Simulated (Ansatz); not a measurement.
`[F][Sn]([F])([F])[GeH3]` + `CO[CH2][GaH2]` → `C[O][Sn]([F])([F])[F]` + `[GaH2][CH2][GeH3]` at 500 K and 1 bar (redistribution).

Computed with Ansatz on PBE0-D4/def2-TZVP structures; ΔE is electronic, products minus reactants. CCSD(T)/CBS is the MP2 limit (def2-TZVPP, def2-QZVPP) plus CCSD(T) − MP2 in def2-TZVPP, frozen cores. Elements past krypton have def2 core potentials. For Ga, Ge, Sn outer-core shells are correlated without core-valence functions, which leaves a few kJ/mol of doubt a bond. Scalar relativity is left out up to krypton. Each species was taken in one conformer, which may not be the lowest.

```tsv
species	CCSD(T)/CBS energy (Eh)	H − E (kJ/mol)	S (J/(mol·K))
`[F][Sn]([F])([F])[GeH3]`	-2591.43115	129.1	465.0
`CO[CH2][GaH2]`	-2079.37706	260.3	415.5
`C[O][Sn]([F])([F])[F]`	-628.53137	176.8	470.0
`[GaH2][CH2][GeH3]`	-4042.29238	210.1	415.8
```

H − E and S are ideal-gas, rigid-rotor, harmonic terms from PBE0-D4/def2-TZVP, for one conformer and one mirror image of each species. 1 Eh = 2625.50 kJ/mol, R = 8.31446 J/(mol·K).

Q: By hand: ΔE, ΔH, ΔS and ΔG.

A: ΔE = (-628.53137) + (-4042.29238) − (-2591.43115) − (-2079.37706) = -0.01554 Eh = -40.8 kJ/mol. Δ(H − E) = 176.8 + 210.1 − 129.1 − 260.3 = -2.5, so ΔH = -43.3 kJ/mol. ΔS = 470.0 + 415.8 − 465.0 − 415.5 = 5.3 J/(mol·K). ΔG = -43.3 − 500 × (5.3)/1000 = -45.9 kJ/mol.

Q: By hand: the equilibrium constant, and the temperature at which ΔG would vanish if ΔH and ΔS stayed fixed.

A: log₁₀ K = −ΔG/(RT ln 10) = 4.8. ΔH and −TΔS have one sign here, so there is no such temperature.

The number of gas molecules stays the same, so ΔS is small and ΔH decides. A doubt of 5 kJ/mol in ΔE shifts log₁₀ K by 0.5 here. Other conformers and mirror images would add mixing entropy, several J/(mol·K) or more a flexible species. Modes under 60 cm⁻¹, often nearly free rotors, make the harmonic entropy too high. These are equilibria of isolated gas molecules and say nothing of rates. Largest T1 diagnostic: 0.015 (customary marks: 0.02 for closed shells, 0.045 for open ones).

ΔS is within the doubt of such terms, so its sign, and with it that verdict, could turn.
